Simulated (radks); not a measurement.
Results of a calculation; reference values are marked as such.
Effect of the nuclear size on neutral thulium, [Xe] 4f13 6s2. Level of theory: Dirac Kohn-Sham, BLYP, spin-unpolarised, spherical densities, finite nucleus; open shells are shared between the two j in proportion to 2j + 1; Fermi nuclear charge, rms radius 5.2256 fm (a radial shooting solver on a logarithmic mesh with Libxc functionals). The rms radius is varied about that value; shifts are against it.

rms radius (fm),total energy shift (eV),density at nucleus (e/bohr^3),1s1/2 shift (meV),2s1/2 shift (meV),4p1/2 shift (meV),5s1/2 shift (meV),5p1/2 shift (meV),6s1/2 shift (meV),4f7/2 shift (meV)
4.6769,-6.97,9.821e+05,-2850,-384,0.156,-2.92,0.281,-0.114,0.494
4.8546,-4.77,9.712e+05,-1950,-263,0.107,-2.00,0.192,-0.078,0.338
5.2256,0,9.5e+05,0.000,0.000,0.000,0.000,0.000,0.000,0.000
5.3876,2.16,9.414e+05,883,119,-0.048,0.907,-0.087,0.035,-0.153
6.3021,15.2,8.982e+05,6220,837,-0.335,6.38,-0.612,0.248,-1.08

Slopes of the eigenvalues against <r^2> in GHz/fm^2, as finite differences over the two radii next to the reference (eigenvalue slopes, not the field-shift constants of lines): 1s1/2 126000, 2s1/2 16900, 4p1/2 -6.85, 5s1/2 129, 5p1/2 -12.4, 6s1/2 5.01, 4f7/2 -21.7.
